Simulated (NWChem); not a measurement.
System meant: CH3Cl2Sn, doublet; SMILES [CH3][Sn]([Cl])[Cl]

NWChem input:

```
start job
memory heap 200 mb stack 900 mb global 1100 mb
geometry units angstroms noautoz
  Sn    -0.368603     0.000210     0.308978
  C     -2.100447     0.016495    -1.021445
  H     -1.705579    -0.194977    -2.025203
  H     -2.560392     1.012096    -0.978128
  H     -2.806265    -0.762356    -0.705933
  Cl     0.933296     1.890989    -0.301082
  Cl     0.920047    -1.893377    -0.320946
end
basis spherical
  * library def2-svp
end
ecp
  Sn library def2-ecp
end
dft
  odft
  mult 2
  xc xpbe96 cpbe96
  iterations 4
  mulliken
end
task dft energy
```

End of the output:

```
     --------------------------
     Expectation value of S2:
     --------------------------
      <S2> =      0.7518 (Exact =     0.7500)

 center of mass
 --------------
 x =   0.03184473 y =  -0.00017509 z =   0.08855245

 moments of inertia (a.u.)
 ------------------
        1029.185845231914           0.000000000000           0.000000000000
           0.000000000000         650.061014094905          -0.000000000000
           0.000000000000          -0.000000000000        1421.174712984656

     Multipole analysis of the density
     ---------------------------------

     L   x y z        total         alpha         beta         nuclear
     -   - - -        -----         -----         ----         -------
     0   0 0 0     -0.000000    -33.000000    -32.000000     65.000000

     1   1 0 0     -1.345233     -8.162299     -8.915950     15.733016
     1   0 1 0     -0.001287     -0.003270      0.000214      0.001770
     1   0 0 1      0.142461      9.263424     10.065454    -19.186417

     2   2 0 0    -40.734698   -160.386474   -154.845544    274.497320
     2   1 1 0     -0.003796      0.028371      0.035721     -0.067887
     2   1 0 1      0.702997    -13.988268    -13.648189     28.339454
     2   0 2 0    -45.809381   -245.447658   -240.958926    440.597202
     2   0 1 1      0.003809      0.007946      0.022899     -0.027036
     2   0 0 2    -40.443412    -51.575993    -45.735510     56.868091

 ------------------------------------------------------------------------
 dft energy failed                                                                                  0
 ------------------------------------------------------------------------
 ------------------------------------------------------------------------
  current input line :
    25: task dft energy
 ------------------------------------------------------------------------
 ------------------------------------------------------------------------
 This type of error is most commonly associated with calculations not reaching convergence criteria
 ------------------------------------------------------------------------
 For more information see the NWChem manual at https://nwchemgit.github.io

0:dft energy failed:Received an Error in Communication
```

Q: Find the fault in this run and fix the input.

A: The run did not converge; its last values are not results. Cause: the SCF was allowed too few iterations. This input runs:
```
start job
memory heap 200 mb stack 900 mb global 1100 mb
geometry units angstroms noautoz
  Sn    -0.368603     0.000210     0.308978
  C     -2.100447     0.016495    -1.021445
  H     -1.705579    -0.194977    -2.025203
  H     -2.560392     1.012096    -0.978128
  H     -2.806265    -0.762356    -0.705933
  Cl     0.933296     1.890989    -0.301082
  Cl     0.920047    -1.893377    -0.320946
end
basis spherical
  Sn library def2-svp
  C library def2-svp
  H library def2-svp
  Cl library def2-svp
end
ecp
  Sn library def2-ecp
end
dft
  odft
  mult 2
  xc xpbe96 cpbe96
  iterations 150
  mulliken
end
task dft energy
```
It converges to -1173.92117 Ha (PBE/def2-SVP with def2 effective core potentials on Sn, spin-unrestricted).
